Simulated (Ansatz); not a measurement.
`BN[SiH2]O` and `BN[SiH2]Cl` differ in one atom or group.

Ansatz, PBE0-D4/def2-TZVP geometries, multiplicity 1. Each molecule was computed in one conformer, which needn't be the lowest.

| property | `BN[SiH2]O` |
| --- | --- |
| LUMO energy (B3LYP/def2-TZVPP) / eV | -0.50 |
| HOMO energy (ωB97M-V/def2-TZVPP) / eV | -11.15 |
| size of the dipole moment (PBE/def2-TZVPP) / D | 0.93 |
| size of the dipole moment (ωB97M-V/def2-TZVPP) / D | 0.86 |
| HOMO–LUMO gap (PBE/def2-TZVPP) / eV | 6.17 |
| HOMO–LUMO gap (ωB97M-V/def2-TZVPP) / eV | 12.73 |

(1) Give the same properties after the change, and the shifts. (Estimate.)

## Answers

(1) Ansatz gave: 
```csv
property,`BN[SiH2]Cl`,shift
LUMO energy (B3LYP/def2-TZVPP) / eV,-0.71,-0.21
HOMO energy (ωB97M-V/def2-TZVPP) / eV,-11.18,-0.03
size of the dipole moment (PBE/def2-TZVPP) / D,1.42,0.49
size of the dipole moment (ωB97M-V/def2-TZVPP) / D,1.44,0.58
HOMO–LUMO gap (PBE/def2-TZVPP) / eV,6.08,-0.09
HOMO–LUMO gap (ωB97M-V/def2-TZVPP) / eV,12.57,-0.16
```

With PBE0 the HOMO falls by 0.10 eV and the LUMO falls by 0.22 eV, so the gap narrows by about 0.12 eV. PBE moves the HOMO by -0.14 eV and ωB97M-V by -0.03 eV. The zero-point energy changes by -33.1 kJ/mol with -3 modes. Dipoles are sizes alone; their direction can turn.

B3LYP here is the variant with VWN-RPA as its local correlation; programs differ in this.
